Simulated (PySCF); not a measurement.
Geometry (Å), atoms numbered from 1 in this order:
```xyz
19

C     3.167    2.241   -0.380
C     2.867    1.108   -0.106
Si    2.391   -0.637    0.320
O     0.919   -0.929   -0.288
Si   -0.685   -0.791   -0.363
O    -1.255   -1.795    0.760
C    -2.589   -2.007    1.120
O    -1.222    0.695    0.004
C    -0.793    1.913   -0.535
H     3.431    3.231   -0.620
H     2.388   -0.770    1.777
H     3.256   -1.576   -0.393
H    -1.014   -1.173   -1.730
H    -3.095   -2.602    0.356
H    -2.599   -2.551    2.065
H    -3.119   -1.061    1.238
H    -1.208    2.714    0.079
H    -1.149    2.022   -1.562
H     0.298    1.976   -0.531
```

- shielding tensors at PBE0/pcSseg-1 (GIAO)
- geometry: GFN2-xTB
- run in PySCF 2.14
- non-relativistic Hamiltonian, a single conformation, in vacuum, fast rotation and ring inversion assumed for equivalent nuclei

Referencing at the same level of theory: TMS for 13C (186.93 ppm), 1H (31.72 ppm), 29Si (349.16 ppm); H2O for 17O (336.08 ppm).

| atoms | nucleus | count | Hirshfeld charge | δ (ppm) |
| --- | --- | --- | --- | --- |
| Si5 | 29Si | 1 | 0.50 | -67.7 |
| H10 | 1H | 1 | 0.10 | ? |
| C2 | 13C | 1 | -0.15 | 92.4 |
| C7/C9 | 13C | 2 | -0.03 | ? |
| O6/O8 | 17O | 2 | -0.23 | 31.4 |
| H14/H15/H16/H17/H18/H19 | 1H | 6 | 0.04 | 3.98 |
| C1 | 13C | 1 | -0.08 | 102.7 |
| O4 | 17O | 1 | -0.30 | 63.8 |
| H11/H12 | 1H | 2 | -0.07 | ? |
| Si3 | 29Si | 1 | 0.44 | -57.8 |
| H13 | 1H | 1 | -0.09 | 4.35 |

Problem. Complete the table.

Solution. 
- C7/C9: 51.7 ppm, methyl carbon bonded to O; the inductive effect lowers its shielding
- H11/H12: 5.19 ppm, hydrogen on a silicon bonded to C, O
- H10: 2.00 ppm, hydrogen on a terminal alkyne carbon; it lies on the axis of the triple bond, in its shielding cone

Shifts are as computed. Against solution values, carbons near 30 ppm lie about +3 ppm off and those near 130 ppm about +5 ppm. Of 1309 compounds with measured shifts, 239 miss one by over three times the rms of a fit or turn the order of signals round; such compounds aren't used in these exercises. Experimental scales use liquid or dissolved standards, which lie at an offset from isolated H2O (liquid H2O: subtract about 36 ppm).
